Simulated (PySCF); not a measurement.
SMILES Clc1ccc[c]([GeH3])c1 (C₆H₇ClGe) (GFN2-xTB optimised geometry):

```
15

Cl    -1.184    -3.267     0.035
C     -0.333    -1.759     0.023
C      1.052    -1.758     0.024
C      1.723    -0.547     0.012
C      1.016     0.641     0.000
C     -0.374     0.641     0.000
Ge    -1.363     2.326     0.000
C     -1.046    -0.573     0.011
H      1.594    -2.691     0.033
H      2.803    -0.536     0.011
H      1.544     1.585    -0.011
H     -2.803     2.084    -0.307
H     -0.795     3.267    -1.012
H     -1.273     3.003     1.330
H     -2.127    -0.594     0.008
```

Level of theory: PBE/def2-TZVP run with PySCF.

### Question
What are the frontier orbital energies and the dipole moment?

### Answer
HOMO-2 -7.37 eV, HOMO-1 -6.72 eV, HOMO -6.19 eV, LUMO -1.69 eV, LUMO+1 -1.53 eV; dipole moment 1.35 D.

Meta-Löwdin charges at PBE/def2-TZVP: Cl1 -0.04, C2 0.02, C3 -0.13, C4 -0.11, C5 -0.12, C6 -0.16, Ge7 0.31, C8 -0.13, H9 0.14, H10 0.13, H11 0.12, H12 -0.05, H13 -0.05, H14 -0.05, H15 0.13.
